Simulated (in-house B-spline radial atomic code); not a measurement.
Pr II (Pr+) is squeezed into an impenetrable sphere of radius R (the orbitals vanish at R). All numbers are computed (scalar-relativistic (X2C) Hartree-Fock, spin-polarised, averaged over the determinants with the given up and down occupations; Fermi nucleus of rms radius 4.8919 fm) with a B-spline radial code for spherical atoms, not measured.

Energies in eV above the free ion in [Xe] 4f3 6s1:

```tsv
R (bohr)	highest level (eV)	[Xe] 4f3 6s1	[Kr] 4d10 4f4 5s2 5p5 6s1	[Xe] 4f3 6d1
9.21	-9.87	0.06746	21.63	7.57
5.7	-7.54	2.478	24.09	18.24
5.34	-6.5	3.585	25.23	21.36
4.18	1.81	13.33	35.32	41.25
3.42	18.9	38.29	60.77	77.96
3.24	26.3	50.75	73.3	94.14
2.56	81.9	166.5	187.3	228.8
2.14	165	388	400.9	466.9
1.71	359	1050	1030	1149
1.51	537	1782	1722	1887
```

Problem. Does [Kr] 4d10 4f4 5s2 5p5 6s1 fall below [Xe] 4f3 6s1 under compression?

Solution. Yes, between R = 2.14 and 1.71 bohr the order changes (near 1.97 bohr by linear interpolation).

Problem. Does [Xe] 4f3 6d1 fall below [Xe] 4f3 6s1 under compression?

Solution. No, it stays above over the whole range.

The highest level is first positive in the row R = 4.18 bohr, pushed up by confinement above the zero of the free ion's potential. Each configuration is held fixed and needn't be the lowest in the sphere.
